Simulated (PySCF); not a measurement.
**MBr for M along the second period**

PBE0 with double-zeta basis sets in PySCF, for the lowest determinant that a PBE0 search found; no spin–orbit coupling. De refers to high-spin ground-configuration atoms. A positive dipole means M(−)Br(+).

```json
{"M": "Li", "basis": "cc-pVDZ/cc-pVDZ-PP", "state (unpaired electrons)": "singlet (closed shell)", "Re (Å)": "2.211", "ωe (cm⁻¹)": "548", "De (eV)": "4.14", "μ (D)": "-7.10"}
{"M": "Be", "basis": "def2-SVP", "state (unpaired electrons)": "doublet (σ ↑)", "Re (Å)": "1.988", "ωe (cm⁻¹)": "690", "De (eV)": "3.58", "μ (D)": "-0.72"}
{"M": "B", "basis": "cc-pVDZ/cc-pVDZ-PP", "state (unpaired electrons)": "singlet (closed shell)", "Re (Å)": "1.907", "ωe (cm⁻¹)": "691", "De (eV)": "4.53", "μ (D)": "1.33"}
{"M": "C", "basis": "def2-SVP", "state (unpaired electrons)": "doublet (π ↑)", "Re (Å)": "1.816", "ωe (cm⁻¹)": "753", "De (eV)": "3.69", "μ (D)": "1.64"}
{"M": "F", "basis": "def2-SVP", "state (unpaired electrons)": "singlet (closed shell)", "Re (Å)": "1.772", "ωe (cm⁻¹)": "688", "De (eV)": "2.49", "μ (D)": "1.58"}
```

The shortest bond is that of BrF (1.772 Å), the longest that of LiBr (2.211 Å). BBr is bound most strongly (4.53 eV) and BrF least (2.49 eV).

The rows differ in basis set, which adds steps of its own.

The state changes along the series, so neighbouring rows are not always alike in their bonding.

States were picked by a PBE0 search and need not be the measured ground states.
